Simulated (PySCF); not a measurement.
## Correlation energy of Ru³⁺ (ruthenium, charge +3)

[Kr] 4d5, high-spin 6S determinant. Computed with PySCF 2.14 in x2c-TZVPPall, with the spin-free X2C one-electron Hamiltonian (Gaussian nucleus). Frozen: [Kr]; 5 electrons correlated.

| level | correlation energy (mhartree) |
| --- | --- |
| CCSD | -65.51 |
| (T) | -0.62 |
| CCSD(T) | -66.13 |

Diagnostics: T1 = 0.00040, D1 = 0.0006, largest double amplitude 0.025.

Cost of the coupled-cluster step: roughly 6 core-seconds, for 5 correlated electrons.

Iterations:

```
CC2 = 0
CCSD nocc = (np.int64(5), np.int64(0)), nmo = (61, 61)
frozen orbitals [[0, 1, 2, 3, 4, 5, 6, 7, 8, 9, 10, 11, 12, 13, 14, 15, 16, 17], [0, 1, 2, 3, 4, 5, 6, 7, 8, 9, 10, 11, 12, 13, 14, 15, 16, 17]]
max_cycle = 100
direct = 0
conv_tol = 1e-08
conv_tol_normt = 1e-06
diis_space = 8
diis_start_cycle = 0
Init t2, MP2 energy = -0.0592740735031808
Init E_corr(UCCSD) = -0.0592740735070672
cycle = 1  E_corr(UCCSD) = -0.0648666861618428  dE = -0.00559261265  norm(t1,t2) = 0.0117775
cycle = 2  E_corr(UCCSD) = -0.0654294292117963  dE = -0.00056274305  norm(t1,t2) = 0.0015973
cycle = 3  E_corr(UCCSD) = -0.0655103559109732  dE = -8.09266992e-05  norm(t1,t2) = 0.000336326
cycle = 4  E_corr(UCCSD) = -0.0655071161434378  dE = 3.23976754e-06  norm(t1,t2) = 4.45206e-05
cycle = 5  E_corr(UCCSD) = -0.0655071434450421  dE = -2.73016044e-08  norm(t1,t2) = 2.40508e-06
cycle = 6  E_corr(UCCSD) = -0.0655071439157608  dE = -4.70718672e-10  norm(t1,t2) = 2.49291e-07
UCCSD converged
E(UCCSD) = -4526.300103219904  E_corr = -0.06550714391576079
UCCSD(T) correction = -0.000615938769275301
```
